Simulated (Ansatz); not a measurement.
Species: sum formula NbO$_{2}$F, charge 0, multiplicity 1. 
Geometry from a B3LYP-D3(BJ)/def2-TZVP (Ansatz, an electronic-structure program) optimisation:
SMILES: [Nb](=[O])([F])=[O]
```xyz
4

Nb     0.0470    -0.0671    -0.1842
O     -1.3757    -0.9681     0.1561
O     -0.4337     1.5478    -0.5197
F      1.3944    -0.2099     1.1623
```

Basis-set convergence of Hartree-Fock and CCSD correlation energies (hartree) with Ansatz. Correlated levels leave the core frozen unless marked. Spin-orbit coupling is left out. Frozen are the shells of the preceding noble gas and the d and f shells that filled before the atom's block. In def2 rows, elements after Kr have scalar-relativistic effective core potentials.

The T1 diagnostic of CCSD in the largest basis is 0.030, which is high, so the coupled-cluster rows are less sure than usual.

```csv
basis,functions,E(HF),"E(corr, CCSD)"
def2-SVPD,103,-305.42847,-0.75468
def2-TZVPPD,176,(withheld),(withheld)
```

Problem. Complete the blanks.

Solution. 
- def2-TZVPPD, E(HF): -305.74980
- def2-TZVPPD, E(corr, CCSD): -0.90561
